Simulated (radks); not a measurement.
Coulomb parameter of the 4d shell of neutral rhodium in the model configuration [Kr] 4d8 5s1, as a second difference U = [E(n + 0.5) + E(n - 0.5) - 2 E(n)] / (0.5)^2 with all orbitals relaxed. "Bare": the charge of the atom changes with n. "Screened": the 5s shell takes up the change at fixed total charge, which measures U(4d,4d) + U(5s,5s) - 2 U(4d,5s). Method: scalar-relativistic Kohn-Sham, PBE, spin-unpolarised, spherical densities, finite nucleus; Fermi nuclear charge, rms radius 4.4945 fm; computed with a radial shooting solver on a logarithmic mesh with Libxc functionals.

| case | configuration | E - E(n) (eV) |
|---|---|---|
| start | [Kr] 4d8 5s1 | 0.000 |
| bare +0.5 | [Kr] 4d8.5 5s1 | -1.845 |
| bare -0.5 | [Kr] 4d7.5 5s1 | 4.217 |
| screened +0.5 | [Kr] 4d8.5 5s0.5 | -0.631 |
| screened -0.5 | [Kr] 4d7.5 5s1.5 | 1.024 |

U(bare) = 9.488 eV, U(screened by 5s) = 1.574 eV, against the Slater integral F0(4d,4d) = 15.732 eV with frozen orbitals. The step up makes a negative ion, whose loosely bound charge lowers the bare value.
